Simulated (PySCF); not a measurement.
All values below come from PySCF with PBE-D3(BJ)/def2-TZVP // PBE0-D4/def2-TZVP. Isolated molecules, 0 K electronic values unless said otherwise. 

Reference species (SMILES): `[F][Ga]([Cl])[Cl]` (neutral, multiplicity 1).

| Quantity | Result |
|---|---|
| dipole moment | 0.81 D |

Changed species: `[F][Ga]([F])[Cl]` (whole molecule; the reference has whole molecule).

Problem. Give the shifts of the dipole moment.

Solution. the dipole moment goes up by 0.14 D, to 0.95 D.
